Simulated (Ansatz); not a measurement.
Calculated with Ansatz (gas phase, PBE0-D4/def2-TZVP geometries, no zero-point term in ΔE). CBS: MP2 limit from def2 TZ/QZ plus the TZ coupled-cluster correction, frozen cores. DFT in def2-TZVPP. One conformer a species, not always the lowest.

Reaction (isomerisation): `C=C(F)BCl` → `FB1CC1Cl`

Is it downhill or uphill in electronic energy at CCSD(T)/CBS, and by how much? (An estimate is asked.)

Computed: Uphill: ΔE = +0.27 eV.

What do these levels give: LDA (SPW92), B97M-V, r2SCANh-D4, PBE0, MP2/def2-QZVPP, SCS-MP2/def2-QZVPP? (Estimate.)

Computed: LDA (SPW92) 0.06, B97M-V 0.21, r2SCANh-D4 0.22, PBE0 0.15, MP2/def2-QZVPP 0.16, SCS-MP2/def2-QZVPP 0.25 eV.

Largest T1 diagnostic among the species: 0.013.

From BLYP to BHLYP (50 % exact exchange), in def2-TZVPP and without D4, ΔE moves by −0.10 eV. Leaving LDA and LC-ωPBE aside and taking each functional with its dispersion term where it has one, the values, not all of them listed here, spread over 0.28 eV, from PBE-QIDH to BLYP-D4. LDA lies −0.15 eV from PBE without D4. In def2-TZVPP, CCSD(T) changes the Hartree–Fock value by −0.14 eV (the triples alone add +0.02 eV) and MP2 by −0.26 eV.
